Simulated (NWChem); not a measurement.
System: C₃H₈N, doublet; SMILES CC[N]C

NWChem input:

```
start job
memory heap 200 mb stack 900 mb global 1100 mb
geometry units angstroms
  C      1.840760     0.394011    -0.047232
  C      0.566829    -0.437604     0.020890
  N     -0.576778     0.370730    -0.096642
  C     -1.820051    -0.255600     0.103874
  H      2.716682    -0.248083     0.003985
  H      1.864400     0.957234    -0.975619
  H      1.867832     1.098416     0.779462
  H      0.573799    -1.188492    -0.793192
  H      0.543991    -1.032379     0.954578
  H     -2.368260     0.298459     0.874978
  H     -1.767953    -1.317321     0.386273
  H     -2.416524    -0.154424    -0.811387
end
basis spherical
  * library 6-31g*
end
dft
  odft
  mult 2
  xc b3lyp
  iterations 150
end
driver
  maxiter 120
end
task dft optimize
task dft freq
```

Parts of the log:

```
             Northwest Computational Chemistry Package (NWChem) 7.3.0
             --------------------------------------------------------

 C1  symmetry detected

                             Geometry "geometry" -> ""
                             -------------------------

 Output coordinates in angstroms (scale by  1.889725989 to convert to a.u.)

  No.       Tag          Charge          X              Y              Z
 ---- ---------------- ---------- -------------- -------------- --------------
    1 C                    6.0000     0.20359848    -1.86214695     0.03273977
    2 C                    6.0000    -0.47392617    -0.49993651    -0.03409872
    3 N                    7.0000     0.47172452     0.53943365    -0.05666056
    4 C                    6.0000    -0.02533584     1.85187249     0.03639293
    5 H                    1.0000    -0.53805439    -2.65682112     0.00842478
    6 H                    1.0000     0.88039859    -1.97918613    -0.80864293
    7 H                    1.0000     0.78169394    -1.94366983     0.94898315
    8 H                    1.0000    -1.10346105    -0.44650182    -0.94373681
    9 H                    1.0000    -1.18257851    -0.37991776     0.80819548
   10 H                    1.0000     0.48002430     2.35702372     0.86798731
   11 H                    1.0000    -1.11417112     1.93046533     0.17046672
   12 H                    1.0000     0.26805780     2.40383788    -0.86525761

 Effective nuclear repulsion energy (a.u.)     125.3087337090

                                Z-matrix (autoz)
                                --------

 Units are Angstrom for bonds and degrees for angles

      Type          Name      I     J     K     L     M      Value
      ----------- --------  ----- ----- ----- ----- ----- ----------
    1 Stretch                  1     2                       1.52287
    2 Stretch                  1     5                       1.08727
    3 Stretch                  1     6                       1.08613
    4 Stretch                  1     7                       1.08644
    5 Stretch                  2     3                       1.40537
    6 Stretch                  2     8                       1.10752
    7 Stretch                  2     9                       1.10727
    8 Stretch                  3     4                       1.40649
    9 Stretch                  4    10                       1.09641
   10 Stretch                  4    11                       1.09987
   11 Stretch                  4    12                       1.09714
   12 Bend                     1     2     3               111.27764
   13 Bend                     1     2     8               109.39590
   14 Bend                     1     2     9               110.38370
   15 Bend                     2     1     5               110.44608
   16 Bend                     2     1     6               109.85376
   17 Bend                     2     1     7               109.92978
   18 Bend                     2     3     4               116.82413
   19 Bend                     3     2     8               109.48811
   20 Bend                     3     2     9               111.26577
   21 Bend                     3     4    10               108.49431
   22 Bend                     3     4    11               115.12542
   23 Bend                     3     4    12               108.69764
   24 Bend                     5     1     6               109.20624
   25 Bend                     5     1     7               109.08543
   26 Bend                     6     1     7               108.27955
   27 Bend                     8     2     9               104.81871
   28 Bend                    10     4    11               109.32453
   29 Bend                    10     4    12               105.56162
   30 Bend                    11     4    12               109.20587
   31 Torsion                  1     2     3     4        -172.93977
   32 Torsion                  2     3     4    10         125.84336
   33 Torsion                  2     3     4    11           3.00495
   34 Torsion                  2     3     4    12        -119.83573
   35 Torsion                  3     2     1     5        -177.68435
   36 Torsion                  3     2     1     6         -57.16096
   37 Torsion                  3     2     1     7          61.89348
   38 Torsion                  4     3     2     8          66.00524
   39 Torsion                  4     3     2     9         -49.38988
   40 Torsion                  5     1     2     8         -56.57536
   41 Torsion                  5     1     2     9          58.26461
   42 Torsion                  6     1     2     8          63.94803
   43 Torsion                  6     1     2     9         178.78799
   44 Torsion                  7     1     2     8        -176.99753
   45 Torsion                  7     1     2     9         -62.15756

                           NWChem Geometry Optimization
                           ----------------------------

 maximum gradient threshold         (gmax) =   0.000450
 rms gradient threshold             (grms) =   0.000300
 maximum cartesian step threshold   (xmax) =   0.001800
 rms cartesian step threshold       (xrms) =   0.001200
 fixed trust radius                (trust) =   0.300000
 source of zmatrix                         =   autoz

[...]

      ----------------------
      Optimization converged
      ----------------------

  Step       Energy      Delta E   Gmax     Grms     Xrms     Xmax
  ---- ---------------- -------- -------- -------- -------- --------
@   38    -173.82280553 -2.5D-08  0.00000  0.00000  0.00048  0.00124
                                     ok       ok       ok       ok

                                Z-matrix (autoz)
                                --------

 Units are Angstrom for bonds and degrees for angles

[...]

 Rotational Constants
 --------------------
 A=   0.969889 cm-1  (  1.395422 K)
 B=   0.132680 cm-1  (  0.190893 K)
 C=   0.124852 cm-1  (  0.179630 K)

 Temperature                      =   298.15K
 frequency scaling parameter      =   1.0000

 Zero-Point correction to Energy  =   66.698 kcal/mol  (  0.106289 au)
 Thermal correction to Energy     =   70.426 kcal/mol  (  0.112231 au)
 Thermal correction to Enthalpy   =   71.018 kcal/mol  (  0.113175 au)

 Total Entropy                    =   75.241 cal/mol-K
   - Translational                =   38.081 cal/mol-K (mol. weight =  58.0657)
   - Rotational                   =   24.111 cal/mol-K (symmetry #  =        1)
   - Vibrational                  =   13.049 cal/mol-K

 Cv (constant volume heat capacity) =   18.581 cal/mol-K
   - Translational                  =    2.979 cal/mol-K
   - Rotational                     =    2.979 cal/mol-K
   - Vibrational                    =   12.622 cal/mol-K

[normal modes left out]

 ----------------------------------------------------------------------------
 Normal Eigenvalue ||           Projected Infra Red Intensities
  Mode   [cm**-1]  || [atomic units] [(debye/angs)**2] [(KM/mol)] [arbitrary]
 ------ ---------- || -------------- ----------------- ---------- -----------
    1       -0.000 ||    0.000442           0.010         0.430       0.449
    2       -0.000 ||    0.000006           0.000         0.006       0.007
    3        0.000 ||    0.000484           0.011         0.472       0.493
    4        0.000 ||    0.004916           0.113         4.792       5.001
    5        0.000 ||    0.001010           0.023         0.984       1.027
    6        0.000 ||    0.000290           0.007         0.282       0.295
    7       51.132 ||    0.001186           0.027         1.156       1.207
    8      109.043 ||    0.001492           0.034         1.454       1.518
    9      235.184 ||    0.000933           0.022         0.909       0.949
   10      293.986 ||    0.003672           0.085         3.580       3.736
   11      474.217 ||    0.000766           0.018         0.747       0.780
   12      738.597 ||    0.000655           0.015         0.639       0.667
   13      859.430 ||    0.001743           0.040         1.699       1.773
   14      975.033 ||    0.002028           0.047         1.977       2.063
   15     1027.365 ||    0.002611           0.060         2.545       2.656
   16     1066.835 ||    0.002907           0.067         2.834       2.958
   17     1070.201 ||    0.001000           0.023         0.975       1.017
   18     1141.838 ||    0.003722           0.086         3.629       3.787
   19     1226.259 ||    0.004483           0.103         4.370       4.561
   20     1291.935 ||    0.000508           0.012         0.495       0.517
   21     1394.924 ||    0.017734           0.409        17.288      18.042
   22     1434.005 ||    0.003575           0.082         3.485       3.637
   23     1444.959 ||    0.012731           0.294        12.411      12.953
   24     1470.358 ||    0.003872           0.089         3.774       3.939
   25     1508.113 ||    0.000414           0.010         0.403       0.421
   26     1513.158 ||    0.008325           0.192         8.116       8.470
   27     1520.251 ||    0.004638           0.107         4.521       4.718
   28     1532.456 ||    0.004671           0.108         4.553       4.752
   29     2939.672 ||    0.023556           0.543        22.963      23.965
   30     2961.037 ||    0.031216           0.720        30.431      31.759
   31     2964.824 ||    0.038112           0.879        37.154      38.775
   32     3002.790 ||    0.045081           1.040        43.947      45.866
   33     3056.574 ||    0.024630           0.568        24.011      25.059
   34     3116.154 ||    0.040188           0.927        39.178      40.888
   35     3125.193 ||    0.030572           0.705        29.804      31.104
   36     3132.397 ||    0.029675           0.685        28.929      30.192
 ----------------------------------------------------------------------------
```

Level: B3LYP/6-31G* (spherical d), spin-unrestricted.
